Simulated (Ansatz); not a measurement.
Computed with Ansatz on PBE0-D4/def2-TZVP structures; ΔE is electronic, products minus reactants. CCSD(T)/CBS is the MP2 limit (def2-TZVPP, def2-QZVPP) plus CCSD(T) − MP2 in def2-TZVPP, frozen cores. This one scheme is used for every species, atoms too. No spin–orbit coupling; open shells (•) take unrestricted orbitals. Spin–orbit coupling would lower the free atoms: a little for F, O; clearly for Ge. For Ge outer-core shells are correlated without core-valence functions, so the limit isn't a true one: a few kJ/mol of doubt a bond, and 10 to 20 or more in all where bonds break to atoms. Scalar relativity is left out up to krypton. One conformer a species, not always the lowest.

`[F][GeH2][O][GeH3]` → F• + 2 Ge• + 5 H• + O•  (atomization)

`[F][GeH2][O][GeH3]`:

Z-matrix (Å, degrees):
```
Ge
O 1 1.748
F 1 1.741 2 106.6
H 1 1.535 2 111.5 3 -114.6
H 1 1.529 2 108.2 3 115.5
Ge 2 1.784 1 128.0 3 48.4
H 6 1.534 2 105.2 1 152.9
H 6 1.540 2 108.7 1 33.4
H 6 1.535 2 108.5 1 -87.5
```

```csv
species,CCSD/def2-TZVPP energy (Eh)
`[F][GeH2][O][GeH3]`,-4329.12916
F•,-99.62162
Ge•,-2075.50982
H•,-0.49981
O•,-74.97390
```

Q: Work out ΔE.

A: ΔE = 5 × (-0.49981) + 2 × (-2075.50982) + (-99.62162) + (-74.97390) − (-4329.12916) = 1.01495 Eh = +2664.8 kJ/mol. CCSD(T)/CBS gives +2759.9 kJ/mol.

Largest T1 diagnostic among the species: 0.012.

In def2-TZVPP, CCSD(T) changes the Hartree–Fock value by +760.4 kJ/mol (the triples alone add +39.8 kJ/mol) and MP2 by +789.6 kJ/mol; breaking electron pairs costs correlation energy, which Hartree–Fock lacks. The D4 term adds +27.8 kJ/mol with B3LYP and +14.6 kJ/mol with PBE0; it sums over pairs of atoms, weighted by their polarisabilities, and B3LYP, whose exchange is more repulsive, gets the larger term.

B3LYP here is the variant with VWN-RPA as its local correlation; programs differ in this.

For atomizations the MP2-based limit and the directly extrapolated one differ by several kJ/mol either way, and by 10 to 25 for some Ge, Se and Sn compounds, so smaller differences from it don't rank the levels.
